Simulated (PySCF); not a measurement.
UHF on Al (aluminium, neutral)

Configuration: [Ne] 3s1 3p2, 3s spin antiparallel (an excited configuration). Calculation: PySCF 2.14, in aug-cc-pVTZ-DK (6s5p3d2f, 50 functions); the spin-free X2C one-electron Hamiltonian (Gaussian nucleus).

```
Total energy                                                  : -242.095988 hartree
One-electron energy                                           : -336.0665 hartree
Hartree (Coulomb) energy                                      : 112.0158 hartree
Exchange energy                                               : -18.0453 hartree
⟨S²⟩                                                          : 1.7500
⟨L²⟩                                                          : 2.017
Sum of ⟨r⟩                                                    : 14.55 bohr
Sum of ⟨r²⟩                                                   : 40.04 bohr²
Traceless quadrupole moment −½Σ⟨3z² − r²⟩ along its main axis : 5.55 e·bohr²
Langevin diamagnetic susceptibility                           : -31.7 ×10⁻⁶ cm³/mol
```

| shell | electrons | mean orbital energy (hartree) | spread (hartree) | rms radius, mean of both spins (bohr) |
| --- | --- | --- | --- | --- |
| 1s β | 1 | -58.71313 | 0 | 0.139 |
| 1s α | 1 | -58.70906 | 0 | 0.139 |
| 2s β | 1 | -5.02018 | 0 | 0.676 |
| 2s α | 1 | -5.00511 | 0 | 0.676 |
| 2p α | 3 | -3.30924 | 0.00742 | 0.673 |
| 2p β | 3 | -3.30451 | 0.00763 | 0.673 |
| 3s β | 1 | -0.42609 | 0 | 2.64 |
| 3p α | 2 | -0.20536 | 0 | 3.83 |

With the s spin flipped the determinant is a mixture of two multiplicities, not a spectroscopic state.

Densities and radii are taken from the X2C orbitals without a picture-change correction, which distorts them close to the nucleus.

Spin-orbit constants ζ (cm⁻¹) from the X2C one-electron operator on these orbitals: bare nucleus, nucleus screened by l(l+1)(2l+1)/3 electrons, and screened by the Breit-Pauli mean field of the electrons.

```json
{"shell": "2p", "bare": "2667", "screened nucleus": "2256", "mean field": "2071"}
{"shell": "3p", "bare": "75.91", "screened nucleus": "64.23", "mean field": "57.31"}
```
